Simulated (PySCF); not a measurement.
C2H5BS, SMILES B/C=C\S, CAM-B3LYP/def2-SVP optimised geometry.

```
9

B      1.10     0.55     0.00
C      0.19    -0.67     0.00
C     -1.17    -0.67     0.00
S     -2.30     0.64     0.00
H      2.30     0.41     0.00
H      0.67     1.67     0.00
H      0.63    -1.67     0.00
H     -1.71    -1.63     0.00
H     -1.41     1.65     0.00
```

Density from CAM-B3LYP/def2-TZVP run with PySCF at that geometry.

Minimum of the electron density along straight lines between bonded atoms, close to the bond critical point (lines longer than 1.1 times the sum of covalent radii, or with two minima, are not listed):

| bond | length / Å | ρ at the minimum / e bohr⁻³ | ∇²ρ there / e bohr⁻⁵ | position (fraction from the first atom) |
|---|---|---|---|---|
| B1–C2 | 1.524 | 0.199 | … | 0.33 |
| C2–C3 | 1.358 | 0.335 | -1.01 | 0.46 |
| C3–S4 | 1.735 | 0.212 | … | 0.49 |
| B1–H5 | 1.206 | 0.183 | … | 0.44 |
| B1–H6 | 1.210 | 0.179 | -0.37 | 0.44 |
| C2–H7 | 1.096 | 0.276 | -0.95 | 0.64 |
| C3–H8 | 1.097 | 0.282 | -1.01 | 0.65 |
| S4–H9 | 1.349 | 0.218 | -0.65 | 0.65 |

**Question.** Fill in the missing entries.

**Answer.** 
- B1–C2, ∇²ρ there / e bohr⁻⁵: -0.20
- C3–S4, ∇²ρ there / e bohr⁻⁵: -0.45
- B1–H5, ∇²ρ there / e bohr⁻⁵: -0.40
